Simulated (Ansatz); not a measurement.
Consider the substitution at a C–O bond: `OC(=S)OC[SiH3]` + `[SH][GaH2]` → `[SiH3]C[S][GaH2]` + `OC(O)=S`.

Program: Ansatz. Geometries: PBE0-D4/def2-TZVP. ΔE: electronic, gas phase. CCSD(T)/CBS is the MP2 limit (def2-TZVPP, def2-QZVPP) plus CCSD(T) − MP2 in def2-TZVPP, frozen cores. Functionals use def2-TZVPP. B3LYP here is the variant with VWN-RPA as its local correlation; programs differ in this. For Ga outer-core shells are correlated without core-valence functions, which leaves a few kJ/mol of doubt a bond. Scalar relativity is left out up to krypton. One conformer a species, not always the lowest.

`OC(=S)OC[SiH3]`:

Cartesian coordinates in Å:
```
O 1.778 0.508 -1.386
C 0.928 -0.499 -1.579
S 1.010 -1.535 -2.839
O 0.006 -0.577 -0.645
C -0.002 0.374 0.436
Si -1.468 -0.044 1.557
H 2.403 0.470 -2.123
H 0.942 0.319 0.985
H -0.090 1.388 0.037
H -2.734 0.061 0.791
H -1.311 -1.413 2.104
H -1.461 0.948 2.663
```

`[SH][GaH2]`:

Z-matrix (Å, degrees):
```
Ga
S 1 2.199
H 1 1.559 2 115.2
H 1 1.560 2 118.1 3 -180.0
H 2 1.343 1 95.0 3 180.0
```

`[SiH3]C[S][GaH2]`:

Z-matrix (Å, degrees):
```
Si
C 1 1.878
H 1 1.484 2 109.6
H 1 1.490 2 111.1 3 -120.9
H 1 1.488 2 108.6 3 119.2
S 2 1.826 1 109.7 3 -57.8
H 2 1.092 1 110.8 3 59.6
H 2 1.091 1 111.5 3 179.1
Ga 6 2.191 2 102.8 1 -80.8
H 9 1.558 6 115.9 2 176.6
H 9 1.563 6 116.9 2 -5.1
```

`OC(O)=S`:

```xyz
6

O    -0.059    1.035   -0.078
C     0.085   -0.291   -0.142
O    -0.328   -0.860    0.974
S     0.687   -1.100   -1.418
H     0.257    1.393   -0.919
H    -0.642   -0.177    1.583
```

CCSD(T)/CBS gives -45.2 kJ/mol.

Another level gave -46.5 kJ/mol. Which?
A. B3LYP/def2-TZVPP
B. B3LYP-D4/def2-TZVPP
C. HF/def2-TZVPP
D. PBE0-D4/def2-TZVPP

D. PBE0-D4 -46.5, B3LYP-D4 -40.2, HF/def2-TZVPP -26.1, B3LYP -32.5 kJ/mol.

Largest T1 diagnostic among the species: 0.016.

The D4 term adds −7.8 kJ/mol with B3LYP and −3.7 kJ/mol with PBE0; it sums over pairs of atoms, weighted by their polarisabilities, and B3LYP, whose exchange is more repulsive, gets the larger term. In def2-TZVPP, CCSD(T) changes the Hartree–Fock value by −14.2 kJ/mol (the triples alone add −2.1 kJ/mol) and MP2 by −22.1 kJ/mol.
